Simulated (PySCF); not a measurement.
C2H9OSi2 (doublet state).
Atom-mapped SMILES: `[CH3:1][O:2][CH:3][SiH2:4][SiH3:5]` (hydrogens: H6, H7, H8 on C1; H9 on C3; H10, H11 on Si4; H12, H13, H14 on Si5)

Structure used (GFN2-xTB), in Å, numbered top down from 1:
```xyz
14
C2H9OSi2 angstrom
C      2.324    1.251    0.081
O      1.115    0.642    0.451
C      0.867   -0.590   -0.073
Si    -0.797   -1.333    0.197
Si    -2.513   -0.003   -0.624
H      2.374    1.402   -1.003
H      2.360    2.216    0.585
H      3.183    0.646    0.392
H      1.615   -0.977   -0.753
H     -0.722   -2.654   -0.442
H     -1.006   -1.566    1.638
H     -2.544    1.326   -0.008
H     -3.839   -0.587   -0.398
H     -2.418    0.227   -2.071
```

The hyperfine couplings belong to this conformer and change with its torsions.

Method: UKS B3LYP, pcH-1 on C H O Si, non-relativistic, mean-field spin-orbit, GIAO in PySCF. One conformer (not necessarily the lowest) at the GFN2-xTB geometry, without solvent, vibrations or thermal averaging. Couplings are sensitive to structure, and on GFN2-xTB geometries they can be far from those on DFT ones. The SCF solution wasn't tested for stability.

Q: The isotropic 13C couplings are +79.6, -6.2 MHz. Assign them to C1; C3.

A: 
```
site  a_iso (MHz)  ρ(0) (bohr⁻³)                 position  distance from C3 (Å)  spin population  largest |T| (MHz)
  C1         -6.2        -0.0055          2 bonds from C3                  2.35            -0.02                2.6
  C3        +79.6        +0.0708  largest spin population                  0.00            +0.83              132.2
```

Q: The isotropic 29Si couplings are -56.7, +40.3 MHz. Assign them to Si4; Si5.

A: 
```
site  a_iso (MHz)  ρ(0) (bohr⁻³)         position  distance from C3 (Å)  spin population  largest |T| (MHz)
 Si4        +40.3        -0.0454   1 bond from C3                  1.84            -0.02                2.7
 Si5        -56.7        +0.0639  2 bonds from C3                  3.47            +0.04                9.6
```

Q: The isotropic 1H couplings, averaged over equivalent nuclei, are -50.9, +28.1, +9.9, +3.2 MHz. Assign them to H6/H7/H8; H9; H10/H11; H12/H13/H14.

A: 
| site | a_iso (MHz) | ρ(0) (bohr⁻³) | position | distance from C3 (Å) | bound to | spin population there | largest \|T\| (MHz) |
| --- | --- | --- | --- | --- | --- | --- | --- |
| H6/H7/H8 | +9.9 | +0.0022 | γ, 3 bonds from C3 | 2.86 | C1 | -0.02 | 6.5 |
| H9 | -50.9 | -0.0114 | α, 1 bond from C3 | 1.08 | C3 | +0.83 | 31.8 |
| H10/H11 | +28.1 | +0.0063 | β, 2 bonds from C3 | 2.67 | Si4 | -0.02 | 5.6 |
| H12/H13/H14 | +3.2 | +0.0007 | γ, 3 bonds from C3 | 4.19 | Si5 | +0.04 | 2.2 |

ρ(0) is the spin density at the nucleus and T the dipolar tensor; a_iso includes a spin–orbit part; entries for several nuclei are means. The Mulliken spin populations are largest on C3 (+0.83) and O2 (+0.14). C3 is the only atom above +0.15. The angles at C3 add up to 359.2°, so it is planar; its axial dipolar tensor and the negative coupling of its proton fit spin in a p orbital normal to that plane.

β density exceeds α density at some nuclei, such as Si4 (-0.0454), H9 (-0.0114) and C1 (-0.0055), spin density in bohr⁻³. In a single determinant that takes different orbitals for the two spins, that is spin polarisation.

Nuclei that the bonding pattern makes equivalent are averaged, as if the motion that swaps them (rotation, inversion, ring flip) were fast. The three 1H nuclei of mean +9.9 MHz run from -1.5 to 15.9 MHz in the frozen geometry. The three 1H nuclei of mean +3.2 MHz run from -2.4 to 12.1 MHz in the frozen geometry. The 1H value of +28.1 MHz is a mean of couplings from -2.4 to 58.5 MHz in this one geometry, not an average over conformers.

Time: 56 s wall (grids of density and orbitals included); peak memory 0.84 GiB. Hardware: one thread, Arm Neoverse V1 (aarch64), shared host.
